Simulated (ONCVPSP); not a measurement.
# Reading a pseudo-wave (F)

Columns: radius, all-electron u(r) and pseudo u(r) of the 2p shell (level -11.11 eV) of fluorine in the configuration [He] 2s2 2p5; PBE, scalar-relativistic, ONCV scheme, ONCVPSP 4.0.1.

```tsv
r (bohr)	all-electron	pseudo
0.075	0.0868	0.0310
0.150	0.2551	0.1191
0.225	0.4306	0.2512
0.300	0.5836	0.4088
0.375	0.7048	0.5710
0.450	0.7943	0.7189
0.525	0.8545	0.8377
0.600	0.8898	0.9200
0.675	0.9047	0.9641
0.750	0.9038	0.9743
0.825	0.8910	0.9583
0.900	0.8695	0.9247
0.975	0.8419	0.8817
1.050	0.8102	0.8354
1.125	0.7758	0.7897
1.200	0.7400	0.7464
1.275	0.7037	0.7060
1.350	0.6674	0.6680
1.425	0.6317	0.6317
1.500	0.5969	0.5968
1.575	0.5631	0.5631
1.650	0.5307	0.5307
1.725	0.4996	0.4996
1.800	0.4700	0.4699
1.875	0.4418	0.4418
1.950	0.4150	0.4150
```

Problem. How many radial nodes do the two functions have?

Solution. The all-electron 2p function has n − l − 1 = 0; the pseudo-wave has 0.

Problem. At about which radius was the pseudo-wave matched?

Solution. 1.50 bohr, where the columns begin to agree (steps of 0.07 bohr).

Problem. Is the pseudo-wave norm-conserving?

Solution. Yes: the ONCV scheme keeps the norm inside the radius equal to the all-electron one, which fixes the energy derivative of the logarithmic derivative at the level.
